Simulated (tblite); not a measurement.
Compound: C3H11N3Si2.
SMILES with atom numbers: `[CH3:1][NH:2][CH2:3][Si@@H:4]([C:5]#[N:6])[SiH2:7][NH2:8]` (hydrogens: H9, H10, H11 on C1; H12 on N2; H13, H14 on C3; H15 on Si4; H16, H17 on Si7; H18, H19 on N8)

Computed with GFN2-xTB (tblite), gas phase: L-BFGS steps from a force-field or distance-geometry start until the largest atomic force falls under 0.01 eV/Å.

At the end of the run (lengths in Å): C3–Si4 1.912, N8–H18 1.008, C1–N2 1.449, N2–H12 1.016, Si4–Si7 2.316, Si4–H15 1.469, N8–H19 1.008, Si4–Si7–N8 106.2°, C3–Si4–C5 103.1°, C3–Si4–Si7 115.1°, Si4–C5–N6 176.6°, C1–N2–C3–Si4 180°, N2–C3–Si4–C5 69°, C3–Si4–Si7–N8 -57°, H18–N8–Si7–Si4 -47°, H16–Si7–N8–H18 76°.

Question: These geometries were met on the way; a selection of coordinates is given. Order them by energy above the end point, lowest first.
A. C3–Si4 1.912, N8–H18 1.005, C1–N2 1.450, N2–H12 1.015, Si4–Si7 2.326, Si4–H15 1.469, N8–H19 1.006, Si4–Si7–N8 110.2°, C3–Si4–C5 107.4°, C3–Si4–Si7 113.1°, Si4–C5–N6 176.7°, C1–N2–C3–Si4 173°, N2–C3–Si4–C5 69°, C3–Si4–Si7–N8 -55°, H18–N8–Si7–Si4 -61°, H16–Si7–N8–H18 64°
B. C3–Si4 1.912, N8–H18 1.009, C1–N2 1.448, N2–H12 1.018, Si4–Si7 2.328, Si4–H15 1.470, N8–H19 1.009, Si4–Si7–N8 112.5°, C3–Si4–C5 108.0°, C3–Si4–Si7 112.1°, Si4–C5–N6 171.4°, C1–N2–C3–Si4 172°, N2–C3–Si4–C5 67°, C3–Si4–Si7–N8 -54°, H18–N8–Si7–Si4 -65°, H16–Si7–N8–H18 60°
C. C3–Si4 1.909, N8–H18 1.012, C1–N2 1.453, N2–H12 1.011, Si4–Si7 2.309, Si4–H15 1.468, N8–H19 1.011, Si4–Si7–N8 113.1°, C3–Si4–C5 107.7°, C3–Si4–Si7 111.3°, Si4–C5–N6 170.2°, C1–N2–C3–Si4 173°, N2–C3–Si4–C5 68°, C3–Si4–Si7–N8 -55°, H18–N8–Si7–Si4 -68°, H16–Si7–N8–H18 55°
D. C3–Si4 1.883, N8–H18 1.029, C1–N2 1.469, N2–H12 1.035, Si4–Si7 2.314, Si4–H15 1.485, N8–H19 1.024, Si4–Si7–N8 115.7°, C3–Si4–C5 111.2°, C3–Si4–Si7 107.7°, Si4–C5–N6 179.6°, C1–N2–C3–Si4 173°, N2–C3–Si4–C5 71°, C3–Si4–Si7–N8 -55°, H18–N8–Si7–Si4 -76°, H16–Si7–N8–H18 48°
E. C3–Si4 1.911, N8–H18 1.016, C1–N2 1.448, N2–H12 1.017, Si4–Si7 2.298, Si4–H15 1.468, N8–H19 1.016, Si4–Si7–N8 115.0°, C3–Si4–C5 109.4°, C3–Si4–Si7 108.8°, Si4–C5–N6 176.4°, C1–N2–C3–Si4 173°, N2–C3–Si4–C5 70°, C3–Si4–Si7–N8 -55°, H18–N8–Si7–Si4 -73°, H16–Si7–N8–H18 50°

Answer: A (0.036 eV), B (0.064 eV), C (0.105 eV), E (0.199 eV), D (0.340 eV).

| step | E above end (eV) | rms distance from the end, all atoms (Å) | largest force (eV/Å) | rms shift of all bonds from the end (Å) |
| --- | --- | --- | --- | --- |
| 19 | 0.036 | 0.183 | 0.206 | 0.003 |
| 11 | 0.064 | 0.207 | 0.171 | 0.004 |
| 7 | 0.105 | 0.219 | 0.372 | 0.004 |
| 4 | 0.199 | 0.238 | 0.418 | 0.006 |
| 0 | 0.340 | 0.248 | 1.369 | 0.014 |

Rows stand in the order of the answer.
